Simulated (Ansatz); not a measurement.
`[OH][V]([F])(=[S])[Cl]`, charge 0, multiplicity 1.

Q: Give a relaxed structure at PBE0-D4/def2-TZVP (Ansatz). (Best estimate.)

A: Ansatz gave: 
Cartesian coordinates in Å:
```
O -1.0512 -0.6497 0.6492
V 0.2953 -0.0227 -0.2417
F 0.4218 -0.8228 -1.7556
S 0.0298 1.9236 -0.5376
Cl 2.0889 -0.2963 0.8913
H -1.7847 -0.1320 0.9944
```
